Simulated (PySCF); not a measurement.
PySCF input file for Al2O3, SMILES [O][Al][O][Al][O] (connectivity only; charge and spin as stated), neutral, multiplicity 1, TDDFT-PBE/def2-SVPD. Geometry: ωB97X-D3(BJ)/def2-SVP. The values are those of a single conformer.

```python
import numpy as np
from pyscf import gto, scf, dft, tdscf

mol = gto.M(
    atom='''
    Al    0.00000000    0.00000000   -1.67968235
    Al    0.00000000    0.00000000    1.67968235
    O     0.00000000    0.00000000   -3.27606209
    O     0.00000000    0.00000000    0.00000000
    O     0.00000000    0.00000000    3.27606209
    ''',
    basis='def2-SVPD',
    charge=0,
    spin=0,
    symmetry=True,
    symmetry_subgroup='D2h',
    max_memory=1600,
    verbose=4,
)
mf = dft.RKS(mol, xc='pbe').density_fit(auxbasis='def2-universal-jkfit')
mf.grids.level = 3
mf.conv_tol = 1e-9
mf.max_cycle = 100
mf.kernel()
mf.grids = dft.Grids(mol).set(level=1).build(with_non0tab=True)  # coarser grid for the response kernel
td = tdscf.TDDFT(mf)
td.singlet = True
td.nstates = 10
td.conv_tol = 1e-4
td.positive_eig_threshold = 1e-6
td.kernel(x0=td.get_init_guess(mf, 15))
td.analyze()
tt = tdscf.TDA(mf)
tt.singlet = False
tt.nstates = 4
tt.conv_tol = 1e-4
tt.positive_eig_threshold = 1e-6
tt.kernel(x0=tt.get_init_guess(mf, 9))
tt.analyze(verbose=3)
```

Log of the run:

```
PySCF version 2.14.0

[INPUT] verbose = 4
[INPUT] num. atoms = 5
[INPUT] num. electrons = 50
[INPUT] charge = 0
[INPUT] spin (= nelec alpha-beta = 2S) = 0
[INPUT] symmetry True subgroup D2h
[INPUT] Mole.unit = angstrom
[INPUT] Symbol           X                Y                Z      unit          X                Y                Z       unit  Magmom
[INPUT]  1 Al     0.000000000000   0.000000000000  -1.679682350000 AA    0.000000000000   0.000000000000  -3.174139617766 Bohr   0.0
[INPUT]  2 Al     0.000000000000   0.000000000000   1.679682350000 AA    0.000000000000   0.000000000000   3.174139617766 Bohr   0.0
[INPUT]  3 O      0.000000000000   0.000000000000  -3.276062090000 AA    0.000000000000   0.000000000000  -6.190860117170 Bohr   0.0
[INPUT]  4 O      0.000000000000   0.000000000000   0.000000000000 AA    0.000000000000   0.000000000000   0.000000000000 Bohr   0.0
[INPUT]  5 O      0.000000000000   0.000000000000   3.276062090000 AA    0.000000000000   0.000000000000   6.190860117170 Bohr   0.0

nuclear repulsion = 209.154911098174
point group symmetry = Dooh, use subgroup D2h
symmetry origin: [0. 0. 0.]
symmetry axis x: [1. 0. 0.]
symmetry axis y: [0. 1. 0.]
symmetry axis z: [0. 0. 1.]
num. orbitals of irrep Ag = 31
num. orbitals of irrep B1g = 6
num. orbitals of irrep B2g = 12
num. orbitals of irrep B3g = 12
num. orbitals of irrep Au = 4
num. orbitals of irrep B1u = 26
num. orbitals of irrep B2u = 13
num. orbitals of irrep B3u = 13
number of shells = 47
number of NR pGTOs = 183
number of NR cGTOs = 117
basis = def2-SVPD
ecp = {}


[settings echo left out]
init E= -710.029866264263
HOMO (B2u) = -0.41782478566534  LUMO (Ag) = -0.16894889895315  gap/eV = 6.77226
cycle= 1 E= -708.999435690901  delta_E= 1.03  |g|= 1.87  |ddm|= 9.02
HOMO (B2u) = -0.0685766007720332  LUMO (Ag) = -0.0149077057027238  gap/eV = 1.46041
cycle= 2 E= -696.945072016832  delta_E= 12.1  |g|= 4.85  |ddm|= 11.8
HOMO (B3u) = -0.159258181848994  LUMO (Ag) = -0.106696615571489  gap/eV = 1.43027
cycle= 3 E= -708.584561223895  delta_E= -11.6  |g|= 2.25  |ddm|= 9.82
HOMO (B3u) = -0.295930091976365  LUMO (Ag) = -0.13864804788021  gap/eV = 4.27986
cycle= 4 E= -709.709110139383  delta_E= -1.12  |g|= 0.555  |ddm|= 2.23
HOMO (B2u) = -0.252135751824993  LUMO (Ag) = -0.16307122407368  gap/eV = 2.42357
cycle= 5 E= -709.806983267106  delta_E= -0.0979  |g|= 0.0676  |ddm|= 1.48
HOMO (B3u) = -0.248789552541282  LUMO (Ag) = -0.155431918374611  gap/eV = 2.54039
cycle= 6 E= -709.80822027877  delta_E= -0.00124  |g|= 0.0377  |ddm|= 1.35
HOMO (B3u) = -0.251157874684689  LUMO (Ag) = -0.157740554552996  gap/eV = 2.54201
cycle= 7 E= -709.808468538313  delta_E= -0.000248  |g|= 0.0204  |ddm|= 0.229
HOMO (B3u) = -0.250899887076222  LUMO (Ag) = -0.157958985120297  gap/eV = 2.52905
cycle= 8 E= -709.808536616156  delta_E= -6.81e-05  |g|= 0.0123  |ddm|= 0.0174
HOMO (B2u) = -0.250329748037338  LUMO (Ag) = -0.157929110089596  gap/eV = 2.51435
cycle= 9 E= -709.808571447088  delta_E= -3.48e-05  |g|= 0.00218  |ddm|= 0.0211
HOMO (B3u) = -0.250302522297009  LUMO (Ag) = -0.157986946142246  gap/eV = 2.51203
cycle= 10 E= -709.808572631338  delta_E= -1.18e-06  |g|= 0.000341  |ddm|= 0.00902
HOMO (B3u) = -0.250291986152364  LUMO (Ag) = -0.157991212752489  gap/eV = 2.51163
cycle= 11 E= -709.808572659542  delta_E= -2.82e-08  |g|= 1.03e-05  |ddm|= 0.000766
HOMO (B3u) = -0.2502911116089  LUMO (Ag) = -0.157991510439265  gap/eV = 2.51160
cycle= 12 E= -709.808572659563  delta_E= -2.09e-11  |g|= 5.7e-06  |ddm|= 6.87e-05
HOMO (B3u) = -0.25029266052076  LUMO (Ag) = -0.157991650097379  gap/eV = 2.51164
Extra cycle  E= -709.808572659407  delta_E= 1.56e-10  |g|= 2.7e-05  |ddm|= 5.16e-05
converged SCF energy = -709.808572659407
tot grids = 28248
Overwritten attributes  positive_eig_threshold  of <class 'pyscf.tdscf.rks.CasidaTDDFT'>


******** <class 'pyscf.tdscf.rks.CasidaTDDFT'> for <class 'pyscf.df.df_jk.DFSymAdaptedRKS'> ********
nstates = 10 singlet
deg_eia_thresh = 1.000e-03
wfnsym = None
conv_tol = 0.0001
eigh lindep = 1e-12
eigh level_shift = 0
eigh max_cycle = 100


Excitation energies (eV)
[2.60143634 2.60143634 2.65632465 2.65632465 3.97530371 3.97530371
 4.03040596 4.05223543 4.05223543 4.16790679]

** Singlet excitation energies and oscillator strengths **
Excited State   1:  B3u      2.60144 eV    476.60 nm  f=0.0141
      25 -> 26       -0.70524
Excited State   2:  B2u      2.60144 eV    476.60 nm  f=0.0141
      24 -> 26       -0.70524
Excited State   3:  B2g      2.65632 eV    466.75 nm  f=0.0000
      22 -> 26       -0.70512
Excited State   4:  B3g      2.65632 eV    466.75 nm  f=0.0000
      23 -> 26       -0.70512
Excited State   5:  B2g      3.97530 eV    311.89 nm  f=0.0000
      25 -> 27       -0.70460
Excited State   6:  B3g      3.97530 eV    311.89 nm  f=0.0000
      24 -> 27        0.70460
Excited State   7:  B1u      4.03041 eV    307.62 nm  f=0.1270
      20 -> 27        0.12874
      21 -> 26        0.67323
      24 -> 29       -0.10557
      25 -> 28       -0.10557
Excited State   8:  B2u      4.05224 eV    305.96 nm  f=0.0483
      23 -> 27       -0.70388
Excited State   9:  B3u      4.05224 eV    305.96 nm  f=0.0483
      22 -> 27        0.70388
Excited State  10:   Ag      4.16791 eV    297.47 nm  f=0.0000
      20 -> 26       -0.66118
      21 -> 27       -0.20133

** Transition electric dipole moments (AU) **
state          X           Y           Z        Dip. S.      Osc.
  1        -0.4709      0.0000      0.0000      0.2218      0.0141
  2        -0.0000     -0.4709      0.0000      0.2218      0.0141
  3         0.0000     -0.0000      0.0000      0.0000      0.0000
  4        -0.0000     -0.0000     -0.0000      0.0000      0.0000
  5        -0.0000      0.0000      0.0000      0.0000      0.0000
  6        -0.0000      0.0000     -0.0000      0.0000      0.0000
  7        -0.0000      0.0000      1.1343      1.2866      0.1270
  8         0.0000      0.6977      0.0000      0.4868      0.0483
  9        -0.6977      0.0000     -0.0000      0.4868      0.0483
 10        -0.0000     -0.0000      0.0000      0.0000      0.0000

** Transition velocity dipole moments (imaginary part, AU) **
state          X           Y           Z        Dip. S.      Osc.
  1        -0.0414      0.0000      0.0000      0.0017      0.0119
  2         0.0000     -0.0414      0.0000      0.0017      0.0119
  3         0.0000     -0.0000      0.0000      0.0000      0.0000
  4        -0.0000     -0.0000     -0.0000      0.0000      0.0000
  5        -0.0000      0.0000      0.0000      0.0000      0.0000
  6        -0.0000      0.0000     -0.0000      0.0000      0.0000
  7        -0.0000      0.0000      0.1803      0.0325      0.1464
  8         0.0000      0.0998      0.0000      0.0100      0.0446
  9        -0.0998      0.0000      0.0000      0.0100      0.0446
 10        -0.0000     -0.0000      0.0000      0.0000      0.0000

** Transition magnetic dipole moments (imaginary part, AU) **
state          X           Y           Z
  1        -0.0000      0.0000      0.0000
  2         0.0000      0.0000     -0.0000
  3         0.0000     -0.2514      0.0000
  4         0.2514      0.0000     -0.0000
  5        -0.0000      0.5414      0.0000
  6         0.5414      0.0000     -0.0000
  7        -0.0000     -0.0000      0.0000
  8         0.0000     -0.0000     -0.0000
  9        -0.0000     -0.0000     -0.0000
 10         0.0000     -0.0000     -0.0000
Overwritten attributes  positive_eig_threshold  of <class 'pyscf.tdscf.rks.TDA'>


******** <class 'pyscf.tdscf.rks.TDA'> for <class 'pyscf.df.df_jk.DFSymAdaptedRKS'> ********
nstates = 4 triplet
deg_eia_thresh = 1.000e-03
wfnsym = None
conv_tol = 0.0001
eigh lindep = 1e-12
eigh level_shift = 0
eigh max_cycle = 100


Excitation energies (eV)
[2.31598283 2.31598283 2.35280862 2.35280862]

** Triplet excitation energies and oscillator strengths **
Excited State   1:  B2u      2.31598 eV    535.34 nm  f=0.0000
Excited State   2:  B3u      2.31598 eV    535.34 nm  f=0.0000
Excited State   3:  B3g      2.35281 eV    526.96 nm  f=0.0000
Excited State   4:  B2g      2.35281 eV    526.96 nm  f=0.0000
```

The calculation finished and met its thresholds.

Cost: around 14 core-seconds (rough).
